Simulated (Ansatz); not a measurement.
The cluster Hf₂O₄, relaxed as a singlet with RKS r2SCAN-D4/def2-SVP in Ansatz, starting from the GFN2-xTB geometry. Force threshold 0.02 eV/Å.

In the def2 sets Hf takes a core potential; there is no spin–orbit coupling. The relaxation made no stability test and no search for a lower SCF solution. No other spin state of charge 0 was run. The structure comes from a short search, and lower isomers may exist.

Start:

Cartesian coordinates in Å:
```
Hf 0.413 -1.461 0.666
Hf 0.679 1.232 -0.465
O -0.634 -2.859 0.634
O 1.225 2.014 1.042
O -1.144 0.804 -0.326
O -0.539 0.271 -1.551
```

```csv
step,energy (eV),largest force component (eV/Å),SCF passes
1,-10789.3812,6.945,29
2,-10790.5560,1.655,36
3,-10791.1566,1.753,38
4,-10791.7843,1.413,38
5,-10792.1432,1.703,39
6,-10792.5110,1.341,40
7,-10792.7867,1.362,36
8,-10793.0286,1.030,38
9,-10793.2384,0.573,39
10,-10793.3930,0.583,38
11,-10793.5433,1.096,37
13,-10793.7542,1.351,35
15,-10793.9210,0.579,36
17,-10794.2225,2.116,44
19,-10795.9765,1.722,38
21,-10798.2254,3.370,35
23,-10798.8067,0.812,32
25,-10798.9967,0.529,28
27,-10799.1371,0.197,33
29 (rejected),-10799.1536,0.095,29
31,-10799.1544,0.005,21
```

Force components are those of the run's own axes.

End:

```xyz
6

Hf   -0.3975   -1.2511    0.7040
Hf    0.3977    1.2522   -0.7045
O     0.8133   -2.5526    0.5526
O     0.5894    0.4220    1.0815
O    -0.8154    2.5512   -0.5511
O    -0.5876   -0.4217   -1.0825
```

Bonds lost: O5–O6 (atoms count from 1). Bonds formed: Hf1–O4 (atoms count from 1). The end is the same structure that another start reached, the lowest one found.

The force fell under the threshold at step 28, but the optimiser went on. No frequencies were taken in this run, so the end may be a saddle point.

It took 68 s on 4 threads of Arm Neoverse V2 on a shared host.
